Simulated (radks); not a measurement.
Task: All-electron atom: the indium ion In+ in [Kr] 4d10 5s2. Method: scalar-relativistic Kohn-Sham, PW91, spin-polarised, spherical densities, finite nucleus; Fermi nuclear charge, rms radius 4.6156 fm; computed with a radial shooting solver on a logarithmic mesh with Libxc functionals. Some entries of the table are withheld. Estimate them.

orbital,occ.,eigenvalue (hartree),<r^2> (bohr^2),r(max) (bohr)
1s,2,-1020.299,0.001195,0.01922
2s,2,-153.0083,0.01947,0.1086
2p,6,(1),0.01536,(2)
3s,2,-29.25609,0.1390,0.3155
3p,6,-24.13682,0.1399,0.3088
3d,10,-16.18382,0.1250,0.2582
4s,2,-4.67389,(3),0.7696
4p,6,-3.14817,0.9723,0.8158
4d,10,-0.96070,1.665,0.9308
5s,2,(4),6.987,2.108

Result: 
(1) 2p eigenvalue (hartree): -137.3786
(2) 2p r(max) (bohr): 0.08691
(3) 4s <r^2> (bohr^2): 0.8141
(4) 5s eigenvalue (hartree): -0.55178
